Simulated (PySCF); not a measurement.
**Correlation energy of Co⁺ (cobalt, charge +1)**

[Ar] 3d7 4s1, high-spin 5F determinant (an excited configuration). Computed with PySCF 2.14 in def2-TZVPPD (6s6p4d2f1g, 67 functions), with the non-relativistic Hamiltonian (point nucleus). Frozen: [Ar]; 8 electrons correlated.

```tsv
level	correlation energy (mhartree)
CCSD	-199.89
(T)	-4.44
CCSD(T)	-204.33
```

Diagnostics: T1 = 0.010, D1 = 0.0262, largest double amplitude 0.022.

Task: Is a single reference adequate?

Result: Yes: T1 lies below 0.03 and no double amplitude reaches 0.07.
